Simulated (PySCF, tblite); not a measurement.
C2H9PSSi2.
Geometry (GFN2-xTB, Å), atoms numbered from 1 in this order:
```xyz
15
C2H9PSSi2 angstrom
P      3.2492   -0.2495    0.7126
Si     1.6309    0.8398   -0.3828
Si    -0.1412   -0.6470   -0.5158
C     -1.7222   -0.2406    0.4849
C     -2.6531   -0.0969   -0.7182
S     -1.5050   -0.2133   -2.1440
H      3.6508   -1.0005   -0.3741
H      4.2170    0.7050    0.4864
H      1.3413    2.0213    0.4441
H      2.0920    1.3529   -1.6802
H      0.1124   -2.0963   -0.4949
H     -2.0653   -1.0076    1.1767
H     -1.6562    0.6924    1.0437
H     -3.1790    0.8538   -0.7667
H     -3.3761   -0.9056   -0.7994
```

Computed with CAM-B3LYP/def2-SVPD in PySCF (dipole) on a GFN2-xTB geometry, gas phase.

Masses are those of the commonest isotopes; rigid-rotor values at the optimised geometry. The values belong to one conformer with, in the numbering `[PH2:1][SiH2:2][Si@H:3]1[CH2:4][CH2:5][S:6]1`, H–P1–Si2–Si3 78° and 171°, P1–Si2–Si3–C4 112°.

(1) What are A, B and C (cm⁻¹)?

(2) Classify the top.

(3) What does the inertial defect say?

(4) Give the other two planar moments, Paa and Pbb, and the rms extents of the mass along the axes.

(5) Predict some low-J microwave lines.

(6) Estimate the classical rotational partition function at 10 K, 25 K and 100 K.

Answers

(1) Ia = 134.32, Ib = 761.00, Ic = 807.69 u·Å²; 505379 MHz·u·Å²/I gives 3762, 664.1 and 625.7 MHz, that is A = 0.12550, B = 0.02215, C = 0.02087 cm⁻¹.

(2) A near-prolate asymmetric top. Ray's parameter κ = (2B − A − C)/(A − C) = -0.976; −1 is the prolate and +1 the oblate limit.

(3) Not planar: Δ = Ic − Ia − Ib = -87.63 u·Å². For a rigid frame Δ = −2 Σ m c², so Σ m c² = 43.82 u·Å² lies off the ab plane: 14.65 from hydrogen and 29.17 from heavier atoms. The atom farthest from that plane is 2.09 Å away.

(4) Paa = Σ m a² = (Ib + Ic − Ia)/2 = 717.18 and Pbb = Σ m b² = (Ia + Ic − Ib)/2 = 90.51 u·Å². With the mass M = 151.97 u, the rms extents √(P/M) along a, b and c are 2.17, 0.77, 0.54 Å.

(5) The dipole components are |μa| = 0.55 D, |μb| = 1.19 D, |μc| = 0.58 D. The squared components, which scale the intensities, stand as 0.21 : 1.00 : 0.24 (a : b : c). Some lines, for components of 0.1 D or more:

```
type  branch         J(Ka,Kc)    MHz  lower level (cm⁻¹)
   a       R  2(1,1) ← 1(1,0)   2618               0.148
   b       Q  1(1,0) ← 1(0,1)   3137               0.043
   b       Q  2(1,1) ← 2(0,2)   3175               0.129
   b       Q  3(1,2) ← 3(0,3)   3234               0.258
   a       R  3(1,2) ← 2(1,1)   3927               0.235
   c       R  1(1,0) ← 0(0,0)   4426               0.000
   a       R  4(1,4) ← 3(1,3)   5082               0.358
   a       R  4(0,4) ← 3(0,3)   5156               0.258
   a       R  4(3,2) ← 3(3,1)   5160               1.194
   b       R  3(1,3) ← 2(0,2)   6872               0.129
   b       Q  2(2,0) ← 2(1,1)   9295               0.235
   c       R  2(2,0) ← 1(1,0)  11913               0.148
   b       R  3(2,1) ← 2(1,2)  13281               0.231
   c       R  4(2,3) ← 3(1,3)  14627               0.358
   b       Q  4(3,1) ← 4(2,2)  15583               0.846
   c       Q  3(3,1) ← 3(2,1)  15586               0.674
   b       Q  3(3,1) ← 3(2,2)  15588               0.674
   b       Q  4(3,2) ← 4(2,3)  15589               0.846
   c       R  3(3,0) ← 2(2,0)  19457               0.545
   c       Q  4(4,1) ← 4(3,1)  21822               1.366
   b       Q  4(4,0) ← 4(3,1)  21822               1.366
   b       Q  4(4,1) ← 4(3,2)  21822               1.366
   b       R  4(4,1) ← 3(3,0)  26982               1.194
   b       R  4(4,0) ← 3(3,1)  26982               1.194
```

(6) Point group C1, symmetry number σ = 1; q = (√π/σ)·√((kT/h)³/(ABC)), k/h = 20836.6 MHz/K: 4260 at 10 K, 16900 at 25 K, 135000 at 100 K.

Its GFN2-xTB frequencies are all real (lowest 19 cm⁻¹). Zero-point vibration and centrifugal distortion are left out.
